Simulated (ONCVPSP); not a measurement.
# Reading a pseudo-wave (B)

Columns: radius, all-electron u(r) and pseudo u(r) of the 2s shell (level -31.28 eV) of boron in the configuration [He] 2s1; PBEsol, scalar-relativistic, ONCV scheme, ONCVPSP 4.0.1.

```csv
r (bohr),all-electron,pseudo
0.057,-0.2312,0.0198
0.115,-0.3415,0.0413
0.172,-0.3670,0.0648
0.230,-0.3379,0.0921
0.288,-0.2733,0.1236
0.345,-0.1890,0.1589
0.402,-0.0935,0.1987
0.460,0.0082,0.2436
0.518,0.1098,0.2924
0.575,0.2062,0.3433
0.632,0.2971,0.3962
0.690,0.3825,0.4509
0.747,0.4588,0.5041
0.805,0.5283,0.5565
0.862,0.5887,0.6052
0.920,0.6422,0.6508
0.977,0.6873,0.6911
1.035,0.7258,0.7270
1.092,0.7566,0.7568
1.150,0.7812,0.7812
1.208,0.7995,0.7995
1.265,0.8117,0.8117
1.322,0.8187,0.8187
1.380,0.8210,0.8210
1.438,0.8188,0.8188
1.495,0.8130,0.8130
```

Task: How many radial nodes do the two functions have?

Result: The all-electron 2s function has n − l − 1 = 1; the pseudo-wave has 0, since the states of the same l below it are removed with the core.

Task: At about which radius was the pseudo-wave matched?

Result: 1.15 bohr, where the columns begin to agree (steps of 0.06 bohr).

Task: Where does each function peak?

Result: Outermost all-electron maximum near 1.38 bohr, pseudo maximum near 1.38 bohr (to the table’s step).

Task: Is the pseudo-wave norm-conserving?

Result: Yes: the ONCV scheme keeps the norm inside the radius equal to the all-electron one, which fixes the energy derivative of the logarithmic derivative at the level.
